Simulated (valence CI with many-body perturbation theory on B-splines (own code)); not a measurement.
Values are calculated unless marked as measured or tabulated.
## Sensitivity of CI+MBPT for Ru XXXIX

Method: configuration interaction combined with many-body perturbation theory (CI+MBPT): four valence electrons over a frozen Dirac-Fock core [He], radial functions for each j: 6 s, 6 p, 5 d, 3 f, 1 g, with the one-electron correlation potential Σ1, the two-electron term Σ2, the three-electron term Σ3, Breit, model QED; selected CI, second order for the rest, scaled by the run's own slope (own B-spline code, finite nucleus).

No measured spectrum was set against this ion. As an estimate, large intervals hold to a few tenths of a per cent, small ones and those within an open d or f shell to about a per cent.

The reference run has the lowest level (2s^2 2p1/2^2) J=0 and an ionisation energy of 5656.50 eV. Its largest variational space holds 11355 state functions.

Levels are named by their leading jj configuration (3d3/2^4 stands for four electrons in 3d with j = 3/2), which in mixed levels can hold well under half, so a name can repeat and another be missing. Letters in brackets count levels of one name in rising energy.

Changed runs:
A. three-electron term on → off; averaging of valence orbitals over low configurations on → off
B. logarithmic knot step 0.27 → 0.4
C. lowest core n in screening and Σ2 1 → 3; scale of Σ1 1 → 1.1
D. closed core [He] → [He] 2s1 (bad on purpose)

Excitation energies of the reference run in cm⁻¹, and shifts in cm⁻¹:

```csv
Level,Reference,A,B
(2s^2 2p1/2 2p3/2) J=1,1039520,-125,-6.6
(2s^2 2p1/2 2p3/2) J=2,1144390,+77,-7.1
(2s 2p1/2^2 2p3/2) J=2,2137300,+58,-20
(2s^2 2p3/2^2) J=2,2258340,+65,-14
(2s^2 2p3/2^2) J=0,2507210,+476,-14
(2s 2p1/2^2 2p3/2) J=1,2542240,+653,-21
(2s 2p1/2 2p3/2^2) J=2 [a],3137880,+127,-26
(2s 2p1/2 2p3/2^2) J=3,3351550,+328,-27
(2s 2p1/2 2p3/2^2) J=0,3574320,+526,-27
(2s 2p1/2 2p3/2^2) J=1 [a],3655850,+697,-28
(2s 2p1/2 2p3/2^2) J=2 [b],3734790,+820,-28
(2s 2p1/2 2p3/2^2) J=1 [b],3780730,+934,-27
Ionisation energy (eV),5656.50,+0.08,-0.0018
```

Run C: It gave no result: the setting left no core shell for the response of the core. The program said: "need at least one array to concatenate".

Run D: It gave no result: the perturbation theory needs a core of closed shells. The program said: "the core must hold closed shells only".
